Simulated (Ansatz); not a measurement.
`C[CH](C)[Mg][OH]` and `CC(C)BS` differ in one atom or group.

Ansatz, PBE0-D4/def2-TZVP geometries, multiplicity 1. Each molecule was computed in one conformer, which needn't be the lowest.

| property | `C[CH](C)[Mg][OH]` |
| --- | --- |
| LUMO energy (PBE/def2-TZVPP) / eV | -1.47 |
| HOMO–LUMO gap (PBE0/def2-TZVPP) / eV | 5.56 |
| HOMO energy (PBE0/def2-TZVPP) / eV | -6.31 |
| zero-point energy (PBE0-D4/def2-TZVP) / kJ/mol | 272.6 |
| size of the dipole moment (ωB97M-V/def2-TZVPP) / D | 0.22 |
| LUMO energy (PBE0/def2-TZVPP) / eV | -0.76 |

**Question.** What does the change do to each property? (An estimate is asked.)

**Answer.** Ansatz gave: 
| property | `CC(C)BS` | shift |
| --- | --- | --- |
| LUMO energy (PBE/def2-TZVPP) / eV | -1.76 | -0.29 |
| HOMO–LUMO gap (PBE0/def2-TZVPP) / eV | 7.33 | 1.77 |
| HOMO energy (PBE0/def2-TZVPP) / eV | -8.13 | -1.82 |
| zero-point energy (PBE0-D4/def2-TZVP) / kJ/mol | 305.5 | 32.9 |
| size of the dipole moment (ωB97M-V/def2-TZVPP) / D | 1.27 | 1.05 |
| LUMO energy (PBE0/def2-TZVPP) / eV | -0.80 | -0.04 |

The zero-point energy changes by 32.9 kJ/mol with +3 modes. Dipoles are sizes alone; their direction can turn.
